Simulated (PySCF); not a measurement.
B2GeH5O (calculated)

Computed with PySCF 2.14.0. Calculation on a computer-drawn molecule: optimised geometry and harmonic frequencies of an isolated molecule of the commonest isotopes, restricted reference for singlets and unrestricted otherwise, frozen core in MP2; on germanium a core potential holds 10 electrons, which the energies leave out, and 3d is frozen in MP2 and coupled-cluster steps.

### B2GeH5O

Start structure:
```xyz
9
B2GeH5O
B      0.6752    -2.3601     0.6615
Ge    -0.0180    -0.5119     0.7341
B      0.0985     1.0994     1.7103
O     -1.2352    -0.4288    -0.6111
H      0.3280    -3.1518    -0.1664
H      1.4621    -2.7693     1.4317
H      0.7997     1.1779     2.6729
H     -0.5891     2.1151     1.4927
H     -1.7216     0.3947    -0.6746
```

```
charge                                : 0
multiplicity                          : 2
method                                : HF
basis                                 : cc-pVDZ
basis and core potential on germanium : cc-pVDZ-PP ECP10MDF
rotational constants                  : withheld
total energy                          : withheld
```

Drawn bonds:
```csv
atom,other atom,order
1,2,1
2,3,1
2,4,1
1,5,1
1,6,1
3,7,1
3,8,1
4,9,1
```

Question: B2GeH5O: rotational constants?
Answer: 6.392, 5.134, 2.847 GHz

Question: B2GeH5O: total energy?
Answer: -420.4738 hartree

Further results for B2GeH5O:

```
spin squared                                  : 0.7584
convergence status largest gradient component : 3.954e-05 hartree/bohr
```

Optimised structure:
```xyz
9
B2GeH5O
B      0.6934    -2.3676     0.6835
Ge    -0.1652    -0.5353     0.6139
B      0.1034     1.0913     1.7710
O     -1.3483    -0.4006    -0.7134
H      0.3943    -3.2140    -0.1043
H      1.5080    -2.5811     1.5339
H      0.8924     1.0257     2.6684
H     -0.5050     2.1044     1.5762
H     -1.7735     0.4424    -0.7782
```

Modes:
```csv
frequency (cm⁻¹),reduced mass (dalton)
96.62,4.991
152.9,2.507
197.4,3.768
251.9,1.049
308.4,1.105
338.1,1.028
574.7,4.565
589,4.318
659.6,1.231
736.2,11.44
741.8,1.327
869.4,1.265
927.5,1.282
955.8,1.124
1237,1.16
1252,1.142
2686,1.049
2702,1.05
2783,1.129
2801,1.129
4155,1.067
```
